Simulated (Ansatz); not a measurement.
Calculated with Ansatz (gas phase, PBE0-D4/def2-TZVP geometries, no zero-point term in ΔE). CBS: MP2 limit from def2 TZ/QZ plus the TZ coupled-cluster correction, frozen cores. This one scheme is used for every species. DFT in def2-TZVPP. One conformer a species, not always the lowest.

Consider the hydrogenolysis of a B–Cl bond: `FB(Cl)OC(F)(F)F` + H₂ → `FBOC(F)(F)F` + HCl.

| level | ΔE (kJ/mol) |
| --- | --- |
| LDA (SPW92) | 55.1 |
| B97M-V | 56.0 |
| PBE0-D4 | 50.5 |
| r2SCANh-D4 | 55.7 |
| revPBE | 46.5 |
| CCSD/def2-SVP | 51.5 |
| MP2/def2-QZVPP | 52.6 |
| SCS-MP2/def2-QZVPP | 46.2 |

**Question.** What does CCSD(T)/CBS give? (Estimate.)

**Answer.** Ansatz gave: +46.4 kJ/mol. The listed levels differ from it by 8.7, 9.6, 4.1, 9.3, 0.1, 5.1, 6.2, -0.2 kJ/mol.

Largest T1 diagnostic among the species: 0.013.

From BLYP to BHLYP (50 % exact exchange), in def2-TZVPP and without D4, ΔE moves by −3.4 kJ/mol. At CCSD(T), def2-SVP lies +8.7 kJ/mol from the extrapolated value and def2-TZVPP −0.2 kJ/mol. The D4 term adds +7.7 kJ/mol with B3LYP and +4.1 kJ/mol with PBE0; it sums over pairs of atoms, weighted by their polarisabilities, and B3LYP, whose exchange is more repulsive, gets the larger term.

B3LYP here is the variant with VWN-RPA as its local correlation; programs differ in this.
